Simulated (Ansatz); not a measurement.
C₂H₃NSSi (`N#C[SiH]1CS1`). Total charge 0; spin multiplicity 1.

```tsv
atom	x (Å)	y (Å)	z (Å)
N1	1.048	-0.703	-2.728
C2	0.829	-0.246	-1.694
Si3	0.474	0.507	-0.058
C4	-0.918	-0.205	0.896
S5	0.739	-0.675	1.619
H6	0.802	1.941	-0.077
H7	-1.466	-1.051	0.494
H8	-1.507	0.432	1.548
```

(1) What are the harmonic wavenumbers in cm⁻¹ at PBE0-D4/def2-TZVP (Ansatz, finite differences of forces, unscaled)? (Best estimate.)

(2) Is this a minimum?

(3) Give the ideal-gas thermochemistry at 298.15 K and 1 bar (rigid rotor, harmonic oscillator; point group C1, symmetry number 1).

## Answers

(1) Computed: 123, 142, 346, 352, 518, 572, 598, 628, 759, 809, 862, 960, 1012, 1419, 2302, 2330, 3130, 3218.

(2) Yes, all 18 modes are real.

(3) Zero-point energy 120.1 kJ/mol; H(298) − E = 138.1 kJ/mol; entropy 324.8 J/(mol·K), of which translation 166.4, rotation 112.5, vibration 45.9; G(298) − E = 41.3 kJ/mol.
